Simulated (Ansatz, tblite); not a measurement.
Forces on the cluster Cs2I at its PBE-D4/def2-TZVP geometry. Total charge 0; doublet.

In the def2 sets Cs, I take a core potential; there is no spin–orbit coupling. The xTB rows come from tblite. The structure comes from a short search, and lower isomers may exist.

GFN1-xTB (tblite), largest force 0.33 eV/Å:

```xyz
3
positions Å, forces eV/Å
Cs    0.995    0.475   -2.312   -0.174    0.061    0.273
Cs   -1.472    1.117    1.773    0.163   -0.026   -0.285
I     0.477   -1.592    0.539    0.010   -0.035    0.012
```

GFN2-xTB (tblite), largest force 0.38 eV/Å:

```
Cs -0.075 0.178 -0.019
Cs -0.028 0.165 -0.098
I 0.103 -0.343 0.116
```

PBE0-D4/def2-TZVP (Ansatz), largest force 0.01 eV/Å:

```
Cs -0.004 -0.002 0.010
Cs 0.006 -0.005 -0.007
I -0.002 0.006 -0.002
```
